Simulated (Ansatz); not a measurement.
H$_{5}$OSbSeSi (`[OH][SbH][SiH2][SeH]`). The species carries charge 0 and has multiplicity 1. Sb: def2 effective core potential.

```xyz
9

O    -0.036   -0.202    1.937
Sb    0.189   -1.601    0.539
Si    0.361    0.165   -1.353
Se   -0.611    2.062   -0.566
H     0.586   -0.346    2.655
H    -1.495   -1.726    0.262
H    -0.353   -0.307   -2.570
H     1.788    0.374   -1.723
H    -0.430    1.581    0.820
```

Problem. List the harmonic frequencies (cm⁻¹, unscaled) at PBE0-D4/def2-TZVP in Ansatz. (Estimate.)

Solution. Computed: 39, 95, 148, 189, 294, 317, 388, 421, 562, 577, 610, 660, 708, 800, 930, 943, 1956, 2202, 2218, 2346, 3883.

Problem. Is this a minimum?

Solution. Yes, all 21 modes are real.

Problem. Give the ideal-gas thermochemistry at 298.15 K and 1 bar (rigid rotor, harmonic oscillator; point group C1, symmetry number 1).

Solution. Zero-point energy 121.3 kJ/mol; H(298) − E = 144.9 kJ/mol; entropy 390.2 J/(mol·K), of which translation 177.7, rotation 124.4, vibration 88.1; G(298) − E = 28.5 kJ/mol. Modes under 100 cm⁻¹ are hindered rotations or soft bends, so the harmonic entropy is rough.

Problem. Rotational constants (cm⁻¹)?

Solution. 0.1331, 0.02197, 0.01934.
